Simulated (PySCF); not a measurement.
# Excitation energy of Ca by level of theory

Ca [Ar] 4s2 (1S) → Ca [Ar] 3d2 (3F), as a difference of total energies. All numbers are calculated (PySCF 2.14, scalar relativity by spin-free X2C-1e, in aug-cc-pwCVTZ-X2C). Correlated levels: valence: [Ar] frozen. The calculations carry no spin-orbit coupling.

| method | excitation energy (eV) |
| --- | --- |
| UHF | 5.404 |
| MP2 (valence) | 5.739 |
| SCS-MP2 (valence) | 5.997 |
| CCSD (valence) | 5.730 |

Task: How much does correlation contribute at MP2 (valence)?

Result: 5.739 − (5.404) = 0.335 eV, measured against UHF.

With two correlated electrons CCSD is exact in that space.

The coupled-cluster amplitudes are large for the upper state (T1 above 0.03 or a double amplitude above 0.15), so a single reference is strained.
